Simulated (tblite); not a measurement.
Species: C8H12N2.
SMILES with atom numbers: `[CH:1]#[C:2][C@@H:3]([C:4]#[N:5])[C@H:6]([CH3:7])[CH2:8][NH:9][CH3:10]` (hydrogens: H11 on C1; H12 on C3; H13 on C6; H14, H15, H16 on C7; H17, H18 on C8; H19 on N9; H20, H21, H22 on C10)

Computed with GFN2-xTB (tblite), gas phase: L-BFGS steps from a force-field or distance-geometry start until the largest atomic force falls under 0.01 eV/Å.

Step 5: E = -788.4197 eV
```
atom  x, y, z in Å  |  force x, y, z in eV/Å
C1     -2.7462    2.2037   -0.8241    0.140  -0.210   0.167
C2     -1.9898    1.5076   -0.2043   -0.121  -0.114   0.059
C3     -1.0442    0.6768    0.5489    0.118  -0.041  -0.125
C4     -1.6968   -0.0577    1.6243    0.021   0.058  -0.261
N5     -2.1899   -0.6465    2.4729    0.088   0.132  -0.201
C6     -0.2456   -0.2713   -0.4042    0.003   0.016  -0.021
C7     -1.1439   -1.3049   -1.0910    0.029   0.033   0.020
C8      0.9125   -0.9901    0.3220   -0.051   0.017   0.005
N9      1.8365   -0.0843    0.9952   -0.078   0.075  -0.066
C10     2.7219    0.6218    0.0827    0.025  -0.029  -0.018
H11    -3.4254    2.8072   -1.3594    0.167  -0.118   0.097
H12    -0.3228    1.3633    1.0229    0.023  -0.169   0.014
H13     0.1757    0.3636   -1.1923    0.010   0.051   0.069
H14    -1.9440   -0.8259   -1.6535    0.013   0.086   0.121
H15    -0.5560   -1.8882   -1.7987    0.016  -0.012   0.057
H16    -1.5872   -1.9885   -0.3696    0.001   0.045   0.046
H17     0.4937   -1.6661    1.0715   -0.071   0.079   0.100
H18     1.4493   -1.6238   -0.4096   -0.121   0.076  -0.097
H19     2.4163   -0.6350    1.6271   -0.154   0.123  -0.013
H20     2.1560    1.2959   -0.5612   -0.068  -0.086   0.046
H21     3.2965   -0.0664   -0.5534    0.025   0.024  -0.092
H22     3.4229    1.2282    0.6529   -0.014  -0.037   0.090
```

Step 6: E = -788.4475 eV
```
atom  x, y, z in Å  |  force x, y, z in eV/Å
C1     -2.7400    2.1905   -0.8140    0.102  -0.158   0.116
C2     -1.9947    1.4898   -0.1920   -0.035   0.028  -0.094
C3     -1.0387    0.6741    0.5375    0.239  -0.092  -0.034
C4     -1.6940   -0.0509    1.5977    0.031  -0.069  -0.057
N5     -2.1799   -0.6322    2.4517   -0.132  -0.091   0.099
C6     -0.2445   -0.2718   -0.4055    0.047   0.027  -0.076
C7     -1.1415   -1.3026   -1.0885   -0.016   0.004   0.012
C8      0.9078   -0.9897    0.3233   -0.051   0.052  -0.035
N9      1.8282   -0.0761    0.9892   -0.010  -0.021  -0.056
C10     2.7253    0.6194    0.0817   -0.041   0.002  -0.024
H11    -3.4069    2.7938   -1.3483   -0.073   0.056  -0.050
H12    -0.3208    1.3469    1.0246    0.132  -0.005   0.017
H13     0.1765    0.3691   -1.1858    0.063   0.032  -0.035
H14    -1.9425   -0.8180   -1.6417   -0.016   0.073   0.035
H15    -0.5546   -1.8888   -1.7927    0.002  -0.018   0.003
H16    -1.5865   -1.9832   -0.3667   -0.001   0.017   0.078
H17     0.4866   -1.6587    1.0812   -0.008   0.092  -0.003
H18     1.4380   -1.6164   -0.4197   -0.089   0.024   0.015
H19     2.4017   -0.6233    1.6247   -0.084   0.056   0.112
H20     2.1492    1.2870   -0.5562   -0.014   0.028  -0.033
H21     3.2993   -0.0645   -0.5631   -0.004   0.032   0.008
H22     3.4216    1.2251    0.6617   -0.043  -0.068   0.001
```

**Question.** Estimate the geometry and energy of step 7. (The exact step hangs on the optimiser's Hessian estimate; all steps are aligned on step 6, rigid shifts and turns removed.)

**Answer.** E = -788.4507 eV, largest force 0.160 eV/Å
```
atom  x, y, z in Å  |  force x, y, z in eV/Å
C1     -2.7390    2.1878   -0.8122    0.016  -0.074   0.040
C2     -1.9946    1.4870   -0.1910    0.047  -0.012  -0.055
C3     -1.0347    0.6726    0.5356    0.145  -0.067   0.010
C4     -1.6937   -0.0517    1.5945    0.035  -0.096  -0.010
N5     -2.1801   -0.6313    2.4498   -0.121  -0.071   0.065
C6     -0.2437   -0.2715   -0.4068    0.050   0.011  -0.074
C7     -1.1414   -1.3022   -1.0880   -0.017   0.002   0.005
C8      0.9065   -0.9889    0.3230   -0.028   0.039  -0.037
N9      1.8270   -0.0753    0.9876   -0.001  -0.025  -0.029
C10     2.7251    0.6191    0.0812   -0.045   0.005  -0.028
H11    -3.4055    2.7928   -1.3475   -0.051   0.028  -0.025
H12    -0.3187    1.3449    1.0250    0.141   0.005   0.014
H13     0.1775    0.3702   -1.1856    0.071   0.029  -0.059
H14    -1.9425   -0.8160   -1.6398   -0.015   0.061   0.028
H15    -0.5545   -1.8892   -1.7919   -0.012  -0.014   0.003
H16    -1.5864   -1.9822   -0.3652    0.005   0.024   0.071
H17     0.4857   -1.6565    1.0823   -0.010   0.087  -0.011
H18     1.4354   -1.6152   -0.4208   -0.074   0.005   0.018
H19     2.3987   -0.6211    1.6261   -0.084   0.056   0.106
H20     2.1481    1.2863   -0.5561   -0.006   0.038  -0.038
H21     3.2996   -0.0638   -0.5642   -0.006   0.027   0.011
H22     3.4208    1.2237    0.6628   -0.040  -0.060  -0.004
```

The energy changes by -0.0032 eV. The first-order estimate −F·Δx gives -0.0038 eV and the mean of the old and new forces, exact on a quadratic surface, -0.0032 eV. The step makes an angle of 53° with the force vector and moves no atom by more than 0.005 Å.

The cost below is that of the whole relaxation. Hardware: Arm Neoverse V1, one thread, no GPU, shared host with 32 logical CPUs at a one-minute load of 16. Cost: 0.62 s of wall time.
